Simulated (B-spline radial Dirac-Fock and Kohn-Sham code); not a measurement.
Method: Dirac-Fock (average of configuration) total-energy differences with a finite nucleus, the Breit interaction including its frequency dependence, and self-energy and vacuum-polarisation corrections. Computed with a radial atomic solver. Free neutral atoms.

Problem. Order these X-ray lines by photon energy, lowest first.
A. Gd Mζ1
B. Pr Mζ2
C. Rb Lβ1
D. As Lα1
E. Al Kα2
F. As Lβ6

Solution. B (702.9 eV), A (907.0 eV), D (1283.9 eV), F (1314.0 eV), E (1487.1 eV), C (1754.1 eV).
